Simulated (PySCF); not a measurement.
Al2(mu-Cl)2(Cl)4, Al2Cl6, singlet at its PBE0/def2-SVP optimised geometry (Å):

```
8

Al     1.1307     1.1417     0.0034
Al    -1.1307    -1.1417     0.0000
Cl     1.1529    -1.1417     0.0000
Cl     1.8392     1.8570    -1.8212
Cl     1.8336     1.8515     1.8323
Cl    -1.1529     1.1417     0.0000
Cl    -1.8364    -1.8544    -1.8267
Cl    -1.8364    -1.8541     1.8268
```

Calculation: PBE0/def2-TZVP in PySCF. Cells within 0.4 Å of a nucleus heavier than hydrogen are left out (blank, or x).

Map of the electron localisation function on the plane z = 0.0 Å:

```
|000000000000000000000000000|
|000000000000000000000000000|
|000000122210000000000000000|
|000012455442100000000000000|
|000135677765310001110000000|
|001257899987631000011100000|
|001478999999862000001100000|
|002579982159982037500110000|
|00258992xx189911xxx50010000|
|00257991xxx79912xxx70000000|
|00146894xx1898207xx30000000|
|000257997688852001100000000|
|000136899998521221233100000|
|000014789985212589987410000|
|000001332122125899998631000|
|000000001100258886799752000|
|00000003xx7028981xx49864100|
|00000007xxx21997xxx19975200|
|00001005xxx119981xx29985200|
|000011005730289951289975200|
|000001100000268999999874100|
|000001110000136789998752100|
|000000011100013567776531000|
|000000000000001244554210000|
|000000000000000012221000000|
|000000000000000000000000000|
|000000000000000000000000000|
```
Scale: ten equal steps from 0.000 (start of '0') to 0.894 (end of '9'), in the order '0123456789'; x runs from -3.50 to 3.50, y from -3.50 (bottom) to 3.50 (top).
